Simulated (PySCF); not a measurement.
Compound: C₄H₃F₂NOSe.
Geometry (GFN2-xTB, Å), atoms numbered from 1 in this order:
```
atom  x, y, z in Å
F1     3.0114   -0.0513   -0.4602
C2     1.9600    0.7141   -0.1052
F3     2.4796    1.8377    0.4211
O4     1.2282    0.0752    0.8388
C5    -0.0700   -0.2761    0.5895
C6    -0.8894   -0.0675   -0.4809
C7    -2.1665   -0.6310   -0.2486
N8    -2.3967   -1.2381    0.8757
Se9   -0.9558   -1.2173    1.9263
H10    1.4096    0.9846   -1.0210
H11   -0.6423    0.4478   -1.3916
H12   -2.9668   -0.5789   -0.9700
```

Vertical excitations from PySCF (density fitting, frozen core in the response, grid level 2 and gas phase unless stated; continuum runs use non-equilibrium linear response for the excitations) on a GFN2-xTB geometry. Reference run:

```json
{"settings": "PBE0/def2-SVPD, full TDDFT, 6 singlets", "S1, eV (f)": "5.02 (0.000)", "S2, eV (f)": "5.33 (0.002)", "S3, eV (f)": "5.41 (0.106)", "S4, eV (f)": "5.44 (0.001)", "S5, eV (f)": "5.61 (0.074)", "S6, eV (f)": "6.06 (0.056)", "T1, eV (Tamm–Dancoff)": "3.74", "mean α (au)": "81.9"}
```

Question: What do these settings give: PBE0/6-311G**, grid level 1, TDA, 12 singlets?

Answer: 
```json
{"settings": "PBE0/6-311G**, grid level 1, TDA, 12 singlets", "S1, eV (f)": "5.11 (0.000)", "S2, eV (f)": "5.46 (0.003)", "S3, eV (f)": "5.50 (0.000)", "S4, eV (f)": "5.64 (0.081)", "S5, eV (f)": "5.98 (0.107)", "S6, eV (f)": "6.27 (0.093)", "T1, eV (Tamm–Dancoff)": "–", "mean α (au)": "70.2"}
```

S1 moves by +0.09 eV; basis and response scheme change together, so the shift can't be laid on one. States are counted by energy in each run and needn't keep their character from row to row.

All basis functions are spherical, in the Pople sets too.

Question: Give the leading configurations of S1 (H = HOMO, L = LUMO) and the HOMO–LUMO gap of each run.

Answer: 
| settings | S1 configurations (weight) | S1 (eV) | orbital gap (eV) | S1 − gap (eV) |
| --- | --- | --- | --- | --- |
| PBE0/def2-SVPD, full TDDFT, 6 singlets | H→L+1 0.95 | 5.02 | 6.23 | -1.21 |
| PBE0/6-311G**, grid level 1, TDA, 12 singlets | H→L+1 0.94 | 5.11 | 6.34 | -1.23 |

 The PBE0/def2-SVPD calculation is non-relativistic and has no spin–orbit coupling, an omission that weighs most on selenium.

One conformer stands for the species.
